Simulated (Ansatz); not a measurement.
Species: C4H6, charge 0, singlet. C4H6 (but-1-yne, SMILES C#CCC).
B3LYP-D3(BJ)/def2-TZVP minimum from Ansatz (an electronic-structure program):
```xyz
10

C      1.9624     0.1122     0.1289
C      0.8074    -0.2139     0.1311
C     -0.6033    -0.5802     0.1241
C     -1.5185     0.5765    -0.2988
H      2.9860     0.3951     0.1288
H     -0.8849    -0.9290     1.1220
H     -0.7464    -1.4305    -0.5491
H     -2.5615     0.2569    -0.2893
H     -1.2707     0.9171    -1.3043
H     -1.4102     1.4226     0.3801
```
Charge 0, spin multiplicity 1.

Property: atomisation energy (electronic, to ground-state atoms), in kJ/mol. Radicals and triplets start from unrestricted determinants; spin-orbit coupling is neglected. CBS(X,Y): correlation extrapolated as X^-3, Hartree-Fock from the larger set. A bracket is a step between two methods taken in the basis named. Functionals run without relativity, which enters their misses. Double hybrids freeze cores in their MP2 part. 'core' is core correlation in cc-pwCVTZ, 'X2C' scalar relativity in cc-pVTZ-DK, both at CCSD(T). Where a partner has so few electrons that a lower coupled-cluster level is exact, that level stands in.

CCSD(T)/CBS(cc-pVTZ,cc-pVQZ) + [CCSDT(Q) - CCSD(T)]/cc-pVDZ + core + X2C (Ansatz) gives 4186.8 kJ/mol.

How far off this value is PBE/def2-TZVPD (Ansatz), in which direction, and which of these levels come nearer: r2SCAN/def2-TZVPD, B3LYP/def2-TZVPD, PBE0/def2-TZVPD, wB97M-V/def2-TZVPD, B2PLYP/def2-TZVPD, CCSD(T)/CBS(cc-pVTZ,cc-pVQZ) + core + X2C?

PBE gives 4258.8 kJ/mol, 72.0 kJ/mol above it. Differences of the others: r2SCAN/def2-TZVPD (Ansatz) -13.5; B3LYP/def2-TZVPD (Ansatz) -32.3; PBE0/def2-TZVPD (Ansatz) 6.2; wB97M-V/def2-TZVPD (Ansatz) -8.7; B2PLYP/def2-TZVPD (Ansatz) -50.8; CCSD(T)/CBS(cc-pVTZ,cc-pVQZ) + core + X2C (Ansatz) -2.5 kJ/mol. Nearer than PBE: r2SCAN/def2-TZVPD, B3LYP/def2-TZVPD, PBE0/def2-TZVPD, wB97M-V/def2-TZVPD, B2PLYP/def2-TZVPD, CCSD(T)/CBS(cc-pVTZ,cc-pVQZ) + core + X2C.
